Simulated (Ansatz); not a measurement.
Gas-phase electronic energies from Ansatz, PBE0-D4/def2-TZVP geometries. CCSD(T)/CBS adds triple-zeta CCSD(T) − MP2 to the extrapolated MP2 energy (def2 sets, frozen cores). This one scheme is used for every species. DFT in def2-TZVPP. Elements past krypton have def2 core potentials. For Te outer-core shells are correlated without core-valence functions, which leaves a few kJ/mol of doubt a bond.

Consider the formal exchange of groups at a Te–Si bond: `Cl[Si](Cl)(Cl)[TeH]` + `B1N[SiH2]1` → `[TeH]B1N[SiH2]1` + `Cl[SiH](Cl)Cl`.

`Cl[Si](Cl)(Cl)[TeH]`:

```xyz
6

Cl    0.561   -1.792    1.080
Si   -0.125   -0.437   -0.276
Cl    0.277   -1.117   -2.154
Cl   -2.143   -0.320   -0.033
Te    0.991    1.756   -0.087
H     0.439    1.910    1.470
```

`B1N[SiH2]1`:

Z-matrix (Å, degrees):
```
Si
N 1 1.756
B 1 1.929 2 43.6
H 1 1.486 2 115.1 3 115.6
H 1 1.486 2 115.1 3 -115.6
H 2 1.009 1 147.6 3 -180.0
H 3 1.187 1 162.0 2 180.0
```

`[TeH]B1N[SiH2]1`:

```xyz
8

Te    2.181    1.598   -0.426
B     0.507    0.302   -0.189
N    -0.062   -0.746   -0.892
Si   -1.070   -0.539    0.525
H     1.866    2.410    0.981
H     0.105   -1.258   -1.743
H    -1.066   -1.672    1.484
H    -2.461   -0.094    0.261
```

`Cl[SiH](Cl)Cl`:

Cartesian coordinates in Å:
```
Cl -0.173 -1.983 0.145
Si -0.020 0.041 0.102
Cl 1.853 0.567 -0.475
Cl -1.371 0.794 -1.213
H -0.289 0.580 1.442
```

| level | ΔE (kJ/mol) |
| --- | --- |
| PBE0-D4 | 0.4 |
| CAM-B3LYP-D4 | -1.3 |
| revPBE | -4.5 |
| CCSD(T)/def2-SVP | -15.3 |

Task: What does CCSD(T)/CBS give? (An estimate is asked.)

Result: The calculation gave: -2.0 kJ/mol. The listed levels differ from it by 2.4, 0.7, -2.5, -13.3 kJ/mol.

Largest T1 diagnostic among the species: 0.014.

Leaving LDA and LC-ωPBE aside and taking each functional with its dispersion term where it has one, the values, not all of them listed here, spread over 9.1 kJ/mol, from B2PLYP to BLYP-D4. The D4 term adds +7.4 kJ/mol with B3LYP and +3.9 kJ/mol with PBE0; it sums over pairs of atoms, weighted by their polarisabilities, and B3LYP, whose exchange is more repulsive, gets the larger term.

B3LYP here is the variant with VWN-RPA as its local correlation; programs differ in this.
